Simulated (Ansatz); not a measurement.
Gas-phase electronic energies from Ansatz, PBE0-D4/def2-TZVP geometries. CCSD(T)/CBS adds triple-zeta CCSD(T) − MP2 to the extrapolated MP2 energy (def2 sets, frozen cores). DFT in def2-TZVPP. Each species was taken in one conformer, which may not be the lowest.

Consider the formal exchange of groups at the Si–C bond: `F[SiH2]C[SiH3]` + `[CH3][AlH][SiH3]` → `[SiH3][CH2][AlH][SiH3]` + `C[SiH2]F`.

```
                 species  PBE-D4 energy (Eh)
        `F[SiH2]C[SiH3]`          -720.83186
      `[CH3][AlH][SiH3]`          -573.90089
`[SiH3][CH2][AlH][SiH3]`          -864.45348
              `C[SiH2]F`          -430.28139
```

**Question.** Work out ΔE.

**Answer.** ΔE = (-864.45348) + (-430.28139) − (-720.83186) − (-573.90089) = -0.00212 Eh = -1.3 kcal/mol. CCSD(T)/CBS gives -1.5 kcal/mol.

Largest T1 diagnostic among the species: 0.012.
